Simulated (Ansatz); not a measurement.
C4H6 (SMILES [CH2]C([CH2])=C): geometry of the low-spin state from B3LYP-D3(BJ)/def2-TZVP.
(charge 0, multiplicity 1):
| atom | x (Å) | y (Å) | z (Å) |
|---|---|---|---|
| C | -0.6514 | 1.2396 | -0.0475 |
| C | -0.0232 | 0.0010 | -0.0003 |
| C | 1.4307 | -0.0646 | 0.0173 |
| C | -0.7614 | -1.1759 | 0.0304 |
| H | -1.7297 | 1.3148 | -0.0613 |
| H | -0.0823 | 2.1582 | -0.0715 |
| H | 1.9396 | -1.0166 | 0.0538 |
| H | 2.0240 | 0.8377 | -0.0060 |
| H | -1.8421 | -1.1536 | 0.0182 |
| H | -0.2781 | -2.1419 | 0.0671 |
The high-spin state stands at its own minimum; R- takes a restricted low-spin state.

Run with Ansatz (Gaussian orbitals). Each number belongs to the level named beside it.

The gap E(multiplicity 1) − E(multiplicity 3) (kcal/mol) and the share of exact exchange:

```csv
functional,exact exchange (%),value
R-PBE/def2-TZVPP,0,38.06
R-PBE0/def2-TZVPP,25,51.09
R-B3LYP/def2-TZVPP,20,45.62
R-BHLYP/def2-TZVPP,50,61.02
R-r2SCAN/def2-TZVPP,0,51.41
```

### Question
Take the value as linear in the share of exact exchange along PBE and PBE0. Give the slope, say whether the sign turns, and set the other functionals against that line.

### Answer

Slope: (51.09 − (38.06))/2.5 = 5.21 kcal/mol for each 10 %. The line keeps its sign from 0 to 100 %. At 50 % it gives 64.1 kcal/mol. From B3LYP to BHLYP the slope is (61.02 − (45.62))/3 = 5.13 for each 10 %. BHLYP, at 50 %, lies -3.1 from the PBE line. B3LYP, at 20 %, lies -2.9 from the PBE line. r2SCAN, with none, stands 13.3 from PBE.

Doubts at one or more of the structures used: a restricted determinant that unrestricted orbitals would lower (R-PBE/def2-TZVPP, R-PBE0/def2-TZVPP, R-B3LYP/def2-TZVPP, R-BHLYP/def2-TZVPP, R-r2SCAN/def2-TZVPP).

Ansatz is a program for electronic structure.
